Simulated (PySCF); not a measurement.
Al(OH)(OMe)(SeH) (CH₅AlO₂Se), SMILES C[O][Al]([OH])[SeH]. Atoms are numbered in the order given.

```xyz
10

Al     0.5315    -0.4293     0.0459
O      2.0070    -0.4837     0.8867
H      2.6798    -1.1678     0.8560
O     -0.0435    -1.5947    -1.0254
C      0.1840    -2.8152    -1.6539
H      0.1984    -2.6915    -2.7520
H      1.1453    -3.2786    -1.3574
H     -0.6205    -3.5334    -1.4127
Se    -0.8035     1.4064     0.4048
H      0.1944     1.9533     1.3388
```
Charge 0, spin multiplicity 1.

Geometry: r2SCAN-D4/def2-SVP. Other conformers were not sampled.

Vertical ionisation energy (IE) and electron affinity (EA) in eV. Rows of orbital energies are one-electron estimates. Where ΔSCF, EOM or ADC give a negative EA the extra electron is unbound and the value depends on the basis.

| level | IE | EA |
|---|---|---|
| −ε(HOMO), −ε(LUMO), M06-2X/def2-TZVP (PySCF) | ___ | ___ |
| −ε(HOMO), −ε(LUMO), PBE/def2-TZVP (PySCF) | 5.98 | 1.34 |

### Question
Complete the blanks. (An estimate is asked for; the answer gives what the named calculation found.)

### Answer

- −ε(HOMO), −ε(LUMO), M06-2X/def2-TZVP (PySCF), IE: 8.23
- −ε(HOMO), −ε(LUMO), M06-2X/def2-TZVP (PySCF), EA: -0.09
